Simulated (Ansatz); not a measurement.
Energy profile

The step: SiNH₅ ([NH2][SiH3]) + AsH₃ → SiAsH₅ ([SiH3][AsH2]) + NH₃; bonds formed: Si1–As7, N2–H6; bonds broken: Si1–N2, H6–As7 (atoms numbered as in the saddle structure below).

```csv
atom,x (Å),y (Å),z (Å)
Si1,-0.7699,-0.6606,0.9158
N2,0.9920,-0.1780,0.5625
H3,-1.6011,0.5115,1.2314
H4,-1.2629,-1.6583,-0.0464
H5,-0.5082,-1.3793,2.2054
H6,0.7532,0.3423,-0.3807
As7,-0.8094,0.9244,-1.7826
H8,1.3994,0.4462,1.2573
H9,1.6190,-0.9688,0.4210
H10,-0.0552,2.2469,-1.6375
H11,0.2430,0.3736,-2.7463
```

Electronic energies by CCSD(T) at an estimated basis limit (MP2 extrapolated from triple and quadruple zeta, plus CCSD(T) − MP2 in triple zeta), on PBE0-D4/def2-TZVP structures; SiAsNH8, closed shell; no counterpoise correction. Program: Ansatz 0.2.0. Basis: def2-TZVPP and def2-QZVPP. Cores are frozen in the correlated methods. Filled d shells of the heavier atoms are correlated. The def2 sets are not built for correlating such inner shells, so the correlated values are less sure here. Extrapolation: Hartree–Fock as exp(−7.88 √X), correlation as X^−2.97.

Q: Give the profile in kJ/mol, counted from the separated reactants. (An estimate is asked for; the value comes from the calculation.)

A: The calculation gives:
```json
{"point": "separated: SiNH5 (linked as [NH2][SiH3]; Si1, N2, H3, H4, H5, H8, H9; singlet) + AsH3 (H6, As7, H10, H11; singlet)", "kJ/mol": "0.0"}
{"point": "start structure", "kJ/mol": "-5.4"}
{"point": "saddle", "kJ/mol": "136.3"}
{"point": "end structure", "kJ/mol": "-1.6"}
{"point": "separated: SiAsH5 (linked as [SiH3][AsH2]; Si1, H3, H4, H5, As7, H10, H11; singlet) + NH3 (N2, H6, H8, H9; singlet)", "kJ/mol": "10.3"}
```

The T1 diagnostic stays at or below 0.013. The start structure is not quite a true minimum (one mode of 30i cm⁻¹).

For scale, one of the runs: CCSD(T)/def2-TZVPP, 233 basis functions, launched by `ansatz run in.yaml --threads 4 --pin off --events-out ev --progress --plain --max-ram 9574MiB`. Time: 110 s of wall clock on 4 CPU threads of an Arm Neoverse V2; the host was shared. Peak host memory: 4 GiB.
